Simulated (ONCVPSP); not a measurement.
**bismuth ONCV: all-electron and pseudo phase curves**

- Element: Bi (Z = 83)
- Generator: ONCVPSP 4.0.1
- Type: optimised norm-conserving Vanderbilt (ONCV)
- Functional: PBE
- Relativity: fully relativistic
- Frozen core: [Kr] 4d10 4f14
- Valence charge: 23
- Reference configuration: 5s2 5p6 5d10 6s2 6p1 (charge +2)
- Partial waves: 5s+6s: rc 1.55 bohr, ncon 3, nbas 6, qcut 6.2 1/bohr, 2 projectors; 5p+6p: rc 1.25 bohr, ncon 3, nbas 7, qcut 9.8 1/bohr, 3 projectors, debl 1 Ha; 5d: rc 1.50 bohr, ncon 4, nbas 8, qcut 8.8 1/bohr, 2 projectors, debl 0.8 Ha
- Local potential: polynomial inside 1.15 bohr (lpopt 5, dvloc0 0 Ha)
- Core correction: Teter function, parameters optimised by the program

Open shells are filled in proportion to 2j + 1.

In the d channel the program set the typed energies aside and used -1.589, 0.250 Ha (j = l + 1/2; the other j can differ).

The phase is arctan(r·R′/R) of the radial function R(r), unwrapped; energies in Ha, scanned from -8 to 5 Ha. A pole is an energy at which the radial function vanishes at the test radius. The pseudo phase is shifted by a multiple of π to meet the all-electron one at the reference energy, and phase errors are pseudo minus all-electron; the curves can meet again beyond the range given. Levels narrower than the energy grid can be missing from the lists of poles.

Problem. For each channel, where are the poles, and over which energies does the pseudopotential scatter like the atom?

Solution.

```tsv
channel	radius (bohr)	reference energy (Ha)	poles, all-electron	poles, pseudo	unbroken range about the reference energy with phases within 0.05 rad	phase error 1 Ha above the reference energy (rad)
s	1.57	-1.13	-6.23, 4.67	-6.23, 3.31	below 3.1	-0.003
p3/2	1.27	-0.68	-1.86	-1.86	the whole range	+0.000
p1/2	1.27	-0.78	-3.41	-3.41	the whole range	+0.000
d5/2	1.53	-1.59	-0.19	-0.19	the whole range	+0.000
d3/2	1.53	-1.70	-0.43	-0.43	the whole range	+0.000
```

Phases in the d5/2 channel:

| E (Ha) | all-electron | pseudo |
| --- | --- | --- |
| -7.96 | 1.340 | 1.340 |
| -7.60 | 1.331 | 1.331 |
| -7.24 | 1.321 | 1.321 |
| -6.88 | 1.309 | 1.309 |
| -6.52 | 1.295 | 1.295 |
| -6.16 | 1.280 | 1.280 |
| -5.80 | 1.261 | 1.261 |
| -5.44 | 1.238 | 1.238 |
| -5.08 | 1.210 | 1.210 |
| -4.72 | 1.175 | 1.175 |
| -4.36 | 1.128 | 1.128 |
| -4.00 | 1.063 | 1.063 |
| -3.64 | 0.966 | 0.966 |
| -3.28 | 0.809 | 0.809 |
| -2.92 | 0.529 | 0.529 |
| -2.56 | 0.024 | 0.023 |
| -2.20 | -0.599 | -0.599 |
| -1.84 | -1.019 | -1.019 |
| -1.48 | -1.249 | -1.249 |
| -1.12 | -1.385 | -1.385 |
| -0.76 | -1.474 | -1.474 |
| -0.40 | -1.540 | -1.540 |
| -0.04 | -1.592 | -1.592 |
| 0.32 | -1.637 | -1.637 |
| 0.68 | -1.679 | -1.679 |
| 1.04 | -1.720 | -1.720 |
| 1.40 | -1.763 | -1.763 |
| 1.76 | -1.812 | -1.812 |
| 2.12 | -1.870 | -1.870 |
| 2.48 | -1.944 | -1.945 |
| 2.84 | -2.046 | -2.047 |
| 3.20 | -2.198 | -2.200 |
| 3.56 | -2.439 | -2.445 |
| 3.92 | -2.828 | -2.841 |
| 4.28 | -3.336 | -3.355 |
| 4.64 | -3.771 | -3.788 |
| 5.00 | -4.048 | -4.062 |
